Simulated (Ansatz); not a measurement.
A run for Ansatz (a program for electronic structure): U-r2SCAN/cc-pV(T+d)Z on BP, 2S+1 = 3, a point of a bond scan (R = 4.701 Å). Files ending in .json are basis or fitting sets from the Basis Set Exchange.

Ansatz 0.2 input:
```yaml
crystal:
  periodic: [false, false, false]
  atoms:
    - {symbol: B, position_ang: [-0.00000000, -0.00000000, -1.30581159]}
    - {symbol: P, position_ang: [0.00000000, 0.00000000, 3.39511013]}
basis:
  gaussian:
    orbitals: cc-pV_T+d_Z.json
hamiltonian:
  xc: {name: r2SCAN}
magnetization: {spin_polarized: true, initial_magnetization: 2}
```

The log:

```
WARN ansatz: RAYON_NUM_THREADS=1 ignored (pool sized by the plan → 1); use --threads N
Functional definition: r2SCAN
integrals: 0.01 GiB planned
513 factors; their error is unknown
mean field: 0.15 GiB planned
mean field evaluation 1: about -9949.2612 eV, gradient 1.5e1 eV
mean field evaluation 2: about -9790.1363 eV, gradient 8.4e1 eV
mean field evaluation 4: about -9873.7704 eV, gradient 5.4e1 eV
mean field evaluation 8: about -9956.1279 eV, gradient 1.1e-1 eV
mean field evaluation 16: about -9956.1205 eV, gradient 7.8e-6 eV
mean field evaluation 32: about -9956.0975 eV, gradient 1.1e-1 eV
mean field evaluation 64: about -9952.9478 eV, gradient 7.2e0 eV
mean field -9956.12047113 eV, -365.8806788132 hartree, gradient 7.8e-6 eV, S^2 2.979897; 6 other end points of the search recorded, 0 dependent functions left out
reference -9956.12048409 eV, -365.8806792896 hartree; 11, 9 occupied and 58, 60 virtual orbitals, 513 factors
Total energy: -9956.12048409 eV, -365.8806792896 hartree
```

Self-consistency was reached. Its determinant has ⟨S²⟩ = 2.98, a mixture of spin states.

Cost: about 7 core-seconds (a rough figure).
